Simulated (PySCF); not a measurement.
Ge(F)(Cl)2(NH2) (Cl2FGeH2N), SMILES [NH2][Ge]([F])([Cl])[Cl]. Atoms are numbered in the order given.

```xyz
7

N      1.9418    -0.3069     0.3588
Ge     0.1574    -0.0946     0.2056
F     -0.5948    -0.5542     1.6935
Cl    -0.2656     1.9748    -0.1495
Cl    -0.7959    -1.3245    -1.2832
H      2.2849    -1.2536     0.2072
H      2.4851     0.3612    -0.1844
```

Geometry: B3LYP-D3(BJ)/def2-SVP. This is a generated structure with no PubChem entry under its InChIKey; it may be hypothetical. One conformer was computed; it need not be the lowest.

These are PBE0/pcSseg-1 in PySCF values and carry that method's errors.

GIAO shieldings, no solvent; atoms listed in one row are averaged. δ = σ(ref) − σ: ¹⁵N against NH3 (σ = 267.4 ppm); ⁷³Ge against GeH4 (σ = 1658.3 ppm); ¹⁹F against CFCl3 (σ = 167.2 ppm); ³⁵Cl against HCl (σ = 945.9 ppm); ¹H against TMS (σ = 31.56 ppm), references at their B3LYP-D3(BJ)/def2-TZVP geometries, non-relativistic (without spin–orbit terms, shifts of atoms bonded to Cl or Br come out too high).

Task: Estimate the chemical shifts. (An estimate is asked for; the answer gives what the named calculation found.)

Result: 
```csv
nucleus,atoms,count,δ (ppm)
¹⁵N,N1,1,54.3
⁷³Ge,Ge2,1,406.9
¹⁹F,F3,1,-109.8
³⁵Cl,Cl5,1,146.3
³⁵Cl,Cl4,1,109.2
¹H,H7,1,2.01
¹H,H6,1,1.83
```
